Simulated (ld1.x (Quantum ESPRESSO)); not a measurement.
## u(r) = r·R(r): atom against pseudo-atom (lanthanum (La))

Columns: radius, all-electron u(r) and pseudo u(r) of the 4f shell (level -4.39 eV) of lanthanum in the configuration [Kr] 4d10 4f0 5s2 5p6 5d1 6s2 6p0; PBEsol, scalar-relativistic, TM scheme, ld1.x (Quantum ESPRESSO) 7.5.

```
r (bohr)  all-electron  pseudo
   0.148        0.1033  0.0080
   0.295        0.4288  0.1035
   0.443        0.7188  0.3766
   0.590        0.8742  0.7400
   0.738        0.9181  0.9972
   0.885        0.8947  1.0480
   1.033        0.8377  0.9555
   1.180        0.7679  0.8243
   1.328        0.6949  0.7109
   1.475        0.6244  0.6263
   1.623        0.5577  0.5577
   1.770        0.4968  0.4968
   1.918        0.4412  0.4412
   2.065        0.3917  0.3917
   2.213        0.3472  0.3472
   2.360        0.3082  0.3082
   2.508        0.2735  0.2735
   2.655        0.2432  0.2432
   2.802        0.2166  0.2166
   2.950        0.1930  0.1930
   3.098        0.1724  0.1724
   3.245        0.1543  0.1543
   3.393        0.1383  0.1383
   3.540        0.1243  0.1243
   3.688        0.1118  0.1118
   3.835        0.1007  0.1007
```

Question: How many radial nodes do the two functions have?

Answer: The all-electron 4f function has n − l − 1 = 0; the pseudo-wave has 0.

Question: At about which radius was the pseudo-wave matched?

Answer: 1.72 bohr, where the columns begin to agree (steps of 0.15 bohr).

Question: Is the pseudo-wave norm-conserving?

Answer: Yes: the TM scheme keeps the norm inside the radius equal to the all-electron one, which fixes the energy derivative of the logarithmic derivative at the level.
